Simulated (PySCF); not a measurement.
## C₆ coefficients of unlike pairs at CAM-B3LYP

Calculated with PySCF 2.14 from the dipole response of each species, C₆(A,B) = (3/π) ∫ α_A(iu) α_B(iu) du, in atomic units, from isotropic polarisabilities. For ions this is the dispersion term alone; charge-induced terms of lower order in 1/R come first.

```csv
species,configuration,basis,relativity,α (bohr³),C₆ (like pair)
Cr⁺,[Ar] 3d5 (6S),dyall-av2z (16s12p7d2f),none,11.41,40.92
Sn⁻,[Kr] 4d10 5s2 5p3 (4S),"aug-cc-pVTZ-PP with one added diffuse shell each of d, f type with ECP28MDF (6s5p5d3f)",core potential,198.9,3410
Zr,[Kr] 4d2 5s2 (3F),aug-cc-pVDZ-PP with ECP28MDF (5s5p4d2f),core potential,120.4,1679
```

Problem. Estimate C₆ for Zr with Sn⁻.

Solution. The integral gives 2377. The combination rule 2 C_A C_B / (C_A α_B/α_A + C_B α_A/α_B) gives 2367 and the geometric mean 2393.

No spin-orbit coupling is included.

The other pairs:

```csv
pair,C₆
"Sn⁻, Cr⁺",312.9
"Zr, Cr⁺",230.7
```
